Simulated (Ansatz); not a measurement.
Cl2F2Sn (`[F][Sn]([F])([Cl])[Cl]`). Total charge 0; spin multiplicity 1. Sn: def2 effective core potential. Geometry: relaxed with PBE0-D4/def2-TZVP.

```xyz
5

F    -1.266    1.002   -1.021
Sn   -0.002    0.038   -0.004
F     1.113    1.341    0.780
Cl   -1.078   -1.110    1.634
Cl    1.233   -1.270   -1.389
```

**Question.** What is the dipole moment at r2SCAN/def2-TZVPP? (Best estimate.)

**Answer.** Computed: 1.44 D, with components (0.09, -1.42, 0.15) D in this frame, pointing from negative to positive charge.

**Question.** And with PBE, B3LYP, ωB97M-V? (An estimate is asked.)

**Answer.** The calculation gave: PBE 1.41 D, B3LYP 1.54 D, ωB97M-V 1.53 D.

**Question.** Give the Mulliken charges with r2SCAN, ωB97M-V, B3LYP in def2-TZVPP. (Estimate.)

**Answer.** Computed: 
```csv
atom,r2SCAN,ωB97M-V,B3LYP
F1,-0.43,-0.43,-0.43
Sn2,1.42,1.37,1.43
F3,-0.43,-0.43,-0.43
Cl4,-0.29,-0.25,-0.28
Cl5,-0.29,-0.25,-0.28
```

B3LYP here is the variant with VWN-RPA as its local correlation; programs differ in this.
